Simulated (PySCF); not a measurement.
Coordinates in bohr (charge 0 multiplicity 1):
```
Pd    0.0000   -1.0143    0.0000
S     0.0962    3.1161    0.0000
H    -1.5255    3.8638    1.8266
H    -1.5255    3.8638   -1.8266
```

Method: PBE0/[Pd def2-TZVP with ECP28, S def2-TZVP, H def2-TZVP], scalar-relativistic core potentials, density fitting, no spin–orbit coupling, PySCF.

This geometry of H₂PdS is a stationary point at this level.

What is the point group?

Cs.

Is it a minimum?

Yes: all harmonic wavenumbers are real.

What are the dipole moment and the gap between the highest occupied and lowest empty levels?

0.98 D and 4.00 eV.

Give the atomic charges and bond orders.


| atom | Mulliken | Löwdin | polar tensor | Mayer order to Pd1 |
| --- | --- | --- | --- | --- |
| Pd1 | 0.01 | -0.35 | -0.14 | – |
| S2 | -0.37 | 0.23 | 0.12 | 0.85 |
| H3,4 | 0.18 | 0.06 | 0.01 | 0.02 |
Other Mayer orders above 0.3: S–H 0.92 (×2).

Stability towards spin polarisation was not tested. This need not be the most stable arrangement of these atoms.
